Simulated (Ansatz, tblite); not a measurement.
Forces on Ru3H4 at its PBE-D4/def2-TZVP geometry. The state is a singlet with charge 0.

In the def2 sets Ru takes a core potential; there is no spin–orbit coupling. The xTB rows come from tblite. At PBE-D4/def2-TZVP the restricted singlet is unstable: a solution with broken spin symmetry lies lower. The geometry of the singlet was relaxed on an unsound state (restricted singlet, unstable towards broken spin symmetry). At PBE0-D4/def2-TZVP a triplet of charge 0 lies 0.62 eV below the restricted singlet, each at its own geometry. The structure comes from a short search, and lower isomers may exist.

GFN1-xTB (tblite), largest force 1.07 eV/Å:

```xyz
7
positions Å, forces eV/Å
Ru    0.694   -1.308    0.227   -0.062    0.824    0.408
Ru   -0.365    0.682    1.283    0.667   -0.549   -0.321
Ru   -1.387   -0.576   -0.305   -0.792   -0.042   -0.713
H    -1.339    0.193   -1.707   -0.356   -0.296    0.201
H     1.230   -0.109    1.438    0.089   -0.147    0.367
H     1.167   -0.538   -1.049    0.525   -0.455   -0.268
H     0.001    1.655    0.113   -0.071    0.665    0.326
```

GFN2-xTB (tblite), largest force 1.64 eV/Å:

```
Ru 1.109 -0.120 -0.029
Ru 0.616 0.807 0.463
Ru -0.719 0.375 -1.428
H -0.354 -0.550 0.682
H -0.435 -0.463 0.437
H 0.100 -0.417 -0.271
H -0.317 0.368 0.145
```

PBE-D4/def2-TZVP (Ansatz), largest force 0.01 eV/Å:

```
Ru 0.002 0.001 0.006
Ru 0.004 -0.003 0.003
Ru -0.010 -0.004 -0.003
H 0.000 0.002 -0.003
H 0.001 0.001 0.000
H 0.001 0.002 -0.002
H 0.002 0.001 -0.002
```
